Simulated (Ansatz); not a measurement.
Consider the redistribution: `CBN[SiH3]` + `C[O][Zn][Cl]` → `[SiH3][O][Zn][Cl]` + `CBNC`.

Gas-phase electronic energies from Ansatz, PBE0-D4/def2-TZVP geometries. CBS: MP2 limit from def2 TZ/QZ plus the TZ coupled-cluster correction, frozen cores. Functionals use def2-TZVPP. HSE06 is defined as in plane-wave codes. For Zn outer-core shells are correlated without core-valence functions, which leaves a few kJ/mol of doubt a bond. Scalar relativity is left out up to krypton. Each species was taken in one conformer, which may not be the lowest.

```
            species  HSE06-D4 energy (Eh)
        `CBN[SiH3]`            -411.84359
     `C[O][Zn][Cl]`           -2354.30706
`[SiH3][O][Zn][Cl]`           -2605.66396
             `CBNC`            -160.52444
```

**Question.** Work out ΔE.

**Answer.** ΔE = (-2605.66396) + (-160.52444) − (-411.84359) − (-2354.30706) = -0.03775 Eh = -23.7 kcal/mol. CCSD(T)/CBS gives -25.1 kcal/mol.

Largest T1 diagnostic among the species: 0.015.

From PBE to PBE0 (25 % exact exchange), in def2-TZVPP and without D4, ΔE moves by −1.4 kcal/mol. Leaving LDA and LC-ωPBE aside and taking each functional with its dispersion term where it has one, the values, not all of them listed here, spread over 3.8 kcal/mol, from PBE-QIDH to revPBE-D4.
